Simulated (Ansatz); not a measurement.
`CBN(C)C`, charge 0, multiplicity 1.

Task: Give a relaxed structure at PBE0-D4/def2-TZVP (Ansatz 0.2.0). (Best estimate.)

Result: The calculation gave: 
Z-matrix (Å, degrees):
```
C
B 1 1.570
H 1 1.092 2 116.7
H 1 1.096 2 109.5 3 122.6
H 1 1.096 2 109.5 3 -122.6
N 2 1.395 1 125.7 3 0.3
H 2 1.204 1 118.8 3 -179.8
C 6 1.443 2 125.5 1 0.0
C 6 1.445 2 122.2 1 -180.0
H 8 1.087 6 110.9 2 0.0
H 8 1.097 6 110.8 2 120.4
H 8 1.097 6 110.8 2 -120.4
H 9 1.088 6 109.8 2 -0.0
H 9 1.097 6 111.0 2 120.3
H 9 1.097 6 111.0 2 -120.3
```
Point group Cs.
This is one stationary point; other conformers may exist.
